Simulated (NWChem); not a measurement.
# SiH4S; SMILES [SiH3]S

```xyz
6

Si     0.0037     0.9914    -0.0003
S      0.0779    -1.1443    -0.0010
H     -0.6800     1.5137     1.2101
H      1.4219     1.4227    -0.0061
H     -0.6903     1.5138    -1.2047
H     -1.2567    -1.3005     0.0015
```
Atoms are numbered in this order, from 1.

All runs: NWChem. Pople sets run with spherical d functions. Coordinates come from a PBE0-D3(BJ)/def2-TZVP optimisation. Hartree-Fock couplings suffer from near triplet instabilities. B3LYP is NWChem's, with the RPA form of VWN correlation. Isotropic indirect couplings, all four terms, static geometry, non-relativistic.

For level Hartree-Fock/pcJ-1:

- J(29Si atom 1, 1H atom 4) (Hz): -264.9
- J(29Si atom 1, 1H atom 5) (Hz): -266.8
- J(1H atom 4, 1H atom 5) (Hz): 0.5

Question: What are these values for level B3LYP/6-31G**?

Answer: 
- J(29Si atom 1, 1H atom 4) (Hz): -194.7
- J(29Si atom 1, 1H atom 5) (Hz): -196.8
- J(1H atom 4, 1H atom 5) (Hz): 4.0
